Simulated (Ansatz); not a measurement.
Ansatz results at the PBE0-D4/def2-TZVP geometry: HOMO energy (ωB97M-V/def2-TZVPP) -10.52 eV; HOMO–LUMO gap (B3LYP/def2-TZVPP) 5.73 eV; LUMO energy (B3LYP/def2-TZVPP) -2.27 eV.

Each molecule was computed in one conformer, which needn't be the lowest.

Q: Which molecule gave them?
A. `O=CC(O)Br`
B. `CBN[SiH2]C`
C. `NB(F)[TeH]`
D. `NB(O)[SiH](F)F`

A: A. The others give `CBN[SiH2]C`: -10.35, 7.88, 0.05; `NB(F)[TeH]`: -8.51, 5.59, -0.63; `NB(O)[SiH](F)F`: -10.46, 7.50, -0.59.

B3LYP here is the variant with VWN-RPA as its local correlation; programs differ in this.
